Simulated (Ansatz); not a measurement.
C$_{2}$H$_{8}$OSi, SMILES `CCO[SiH3]`. The species carries charge 0 and has multiplicity 1. The geometry is a stationary point of PBE0-D4/def2-TZVP. It is one conformer, not always the lowest.

```xyz
12

C     0.597   -0.982    1.545
C     0.065    0.133    0.681
O    -0.002   -0.306   -0.663
Si   -0.539    0.659   -1.878
H     1.595   -1.277    1.216
H     0.656   -0.660    2.587
H    -0.056   -1.855    1.487
H     0.717    1.014    0.752
H    -0.934    0.437    1.024
H     0.305    1.881   -2.000
H    -1.942    1.096   -1.631
H    -0.463   -0.142   -3.121
```

(1) What is the dipole moment at PBE/def2-TZVPP? (An estimate is asked.)

(2) And with r2SCAN, B3LYP, ωB97M-V? (An estimate is asked.)

(3) Give the Mulliken charges with PBE, B3LYP, r2SCAN in def2-TZVPP. (Best estimate.)

## Answers

(1) The calculation gave: 1.07 D, with components (0.01, 0.44, 0.98) D in this frame, pointing from negative to positive charge.

(2) The calculation gave: r2SCAN 1.11 D, B3LYP 1.12 D, ωB97M-V 1.13 D.

(3) Computed: 
```csv
atom,PBE,B3LYP,r2SCAN
C1,-0.24,-0.23,-0.12
C2,0.00,0.03,0.12
O3,-0.30,-0.38,-0.39
Si4,0.34,0.42,0.44
H5,0.09,0.08,0.05
H6,0.07,0.07,0.03
H7,0.09,0.08,0.05
H8,0.08,0.08,0.04
H9,0.08,0.08,0.04
H10,-0.07,-0.08,-0.09
H11,-0.07,-0.08,-0.09
H12,-0.06,-0.07,-0.07
```

B3LYP here is the variant with VWN-RPA as its local correlation; programs differ in this.
